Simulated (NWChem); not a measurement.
CH4Se2; SMILES [Se]([SeH])C

```xyz
7

Se    -0.4361    -0.9424     0.0080
C      1.3891    -1.6835     0.0131
H      1.2694    -2.7817     0.1081
H      1.9565    -1.2952     0.8782
H      1.9079    -1.4461    -0.9337
Se     0.0358     1.3565     0.0307
H      0.1402     1.5447    -1.4477
```
Atoms are numbered in this order, from 1.

All runs: NWChem. Structure relaxed at the PBE-D3(BJ)/def2-SVP level. Level M06-2X/def2-SVP: energy and gradient on several grids; changes count from the extra-fine grid, which is no exact limit either.

| grid | size of the energy change (μHa) | largest change of a gradient component (μHa/bohr) | time, medium = 1 (rough) |
|---|---|---|---|
| xcoarse | 700 | 9000 | about 1 |
| coarse | 200 | 400 | about 1 |
| medium | < 10 | 300 | about 1 |
| fine | < 10 | 40 | about 1 |
| xfine | < 10 | < 30 | 2 |
